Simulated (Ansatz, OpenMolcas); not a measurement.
## A ladder of methods for C2H7Ga (SMILES [CH3][GaH][CH3])

The species is C2H7Ga (10 atoms), meant as a singlet with charge 0. SMILES: `[CH3][GaH][CH3]`. Geometry: relaxed at PBE0-D4/def2-TZVP.

Quantity: the vertical ionisation energy (to the doublet cation), in eV. The values are calculated.

```csv
level,kind,program,value (eV),CPU time (all runs)
SVWN5/def2-SVP,LDA,Ansatz,9.75,21 s
BLYP/def2-SVP,GGA,Ansatz,9.38,27 s
PBE/def2-SVP,GGA,Ansatz,9.55,29 s
TPSS/def2-SVP,meta-GGA,OpenMolcas,9.76,3.1 min
HSE06/def2-SVP,range-separated hybrid,Ansatz,9.74,41 s
wB97X/def2-SVP,range-separated hybrid,Ansatz,9.95,2.4 min
PBE-QIDH/def2-SVP,double hybrid,Ansatz,9.98,51 s
CCSD/def2-SVP,coupled cluster or CI,Ansatz,9.81,2.2 min
```

All-electron rows without a relativistic Hamiltonian named are non-relativistic. The values span 9.38 to 9.98 eV. In the correlated wave-function rows the outer d shell of Ga is correlated, in sets not made for it. CPU times are rough (shared hosts, several kinds of processor and program).
